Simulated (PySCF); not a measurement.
Correlation energy of S⁺ (sulfur, charge +1)

Starting occupation: [Ne] 3s2 3p2 4s1, 3p3/2 with m_j = +1/2, +3/2, 4s1/2 with m_j = +1/2. All numbers are calculated (PySCF 2.14, X2C-1e with screened-nucleus spin-orbit coupling, Gaussian nucleus, in x2c-SVPall-2c with one added diffuse shell each of s, p type (5s5p1d, 25 functions)). Frozen: [Ne]; 5 electrons correlated.

MP2 pair energies summed by pair of shells (mhartree):

```csv
pair,energy,share (%)
3p-3s,-35.57,52.3
3s-3s,-15.85,23.3
3s-4s,-6.18,9.1
3p-3p,-5.85,8.6
3p-4s,-4.51,6.6
```

Total MP2 correlation energy: -67.96 mhartree.

The GHF reference relaxed away from the jj start to a determinant that is no pure jj level (⟨S²⟩ = 3.75, ⟨J²⟩ = 8.76); the energies belong to that determinant.
